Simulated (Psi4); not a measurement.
Psi4 input (wB97X-D/6-311+G**):

```
memory 1500 MB

molecule {
0 2
C    -0.15458263    1.56936794    0.12679620
C    -0.46010178    0.11839111    0.25121699
C    -1.77580462   -0.25558895   -0.43448311
O     0.54588482   -0.69368072   -0.34901345
C     1.78028139   -0.67225970    0.33715635
H    -0.55078373    2.28404498    0.83480451
H     0.33383512    1.93500851   -0.76691364
H    -0.53883351   -0.14464435    1.31817736
H    -1.71598341   -0.03155660   -1.50007087
H    -1.96674374   -1.32258087   -0.31011871
H    -2.60520026    0.30674057   -0.00473890
H     2.22075939    0.33078383    0.35743386
H     2.45186170   -1.34634055   -0.19233870
H     1.66525562   -1.02147212    1.37175422
symmetry c1
no_reorient
no_com
}

set {
  basis 6-311+G**
  reference uks
  scf_type df
  df_basis_scf def2-universal-jkfit
  dft_radial_points 99
  dft_spherical_points 590
  e_convergence 1e-8
  d_convergence 1e-7
  maxiter 150
}

e = energy('wb97x-d')
print_out(f'\nFINAL {e:.10f} DIPOLE {variable("CURRENT DIPOLE")[0]:.6f} {variable("CURRENT DIPOLE")[1]:.6f} {variable("CURRENT DIPOLE")[2]:.6f}\n')
```

From the output:

```
              A
    DOCC [    20 ]
    SOCC [     1 ]
    NA   [    21 ]
    NB   [    20 ]

  @DF-UKS Final Energy:  -232.97924932374943

   => Energetics <=

    Nuclear Repulsion Energy =            187.2032506093554218
    One-Electron Energy =                -685.4901388493301511
    Two-Electron Energy =                 288.3136080318704444
    DFT Exchange-Correlation Energy =     -23.0000854820316505
    Empirical Dispersion Energy =          -0.0058836336135443
    VV10 Nonlocal Energy =                  0.0000000000000000
    Total Energy =                       -232.9792493237494284

  UHF NO Occupations:
  HONO-2 :   19  A 1.9996741
  HONO-1 :   20  A 1.9987796
  HONO-0 :   21  A 1.0000000
  LUNO+0 :   22  A 0.0012204
  LUNO+1 :   23  A 0.0003259
  LUNO+2 :   24  A 0.0003083
  LUNO+3 :   25  A 0.0002831

Computation Completed

Properties will be evaluated at   0.000000,   0.000000,   0.000000 [a0]

Properties computed using the SCF density matrix

 Multipole Moments:

 ------------------------------------------------------------------------------------
     Multipole            Electronic (a.u.)      Nuclear  (a.u.)        Total (a.u.)
 ------------------------------------------------------------------------------------

 L = 1.  Multiply by 2.5417464519 to convert [e a0] to [Debye]
 Dipole X            :         -0.0004987           -0.0000002           -0.0004989
 Dipole Y            :          0.2617504            0.0000001            0.2617504
 Dipole Z            :          0.4233108            0.0000002            0.4233110
 Magnitude           :                                                    0.4977005

 ------------------------------------------------------------------------------------

FINAL -232.9792493237 DIPOLE -0.000499 0.261750 0.423311

*** Psi4 exiting successfully. Buy a developer a beer!
```

The geometry given is a B3LYP-D3(BJ)/def2-TZVP minimum.
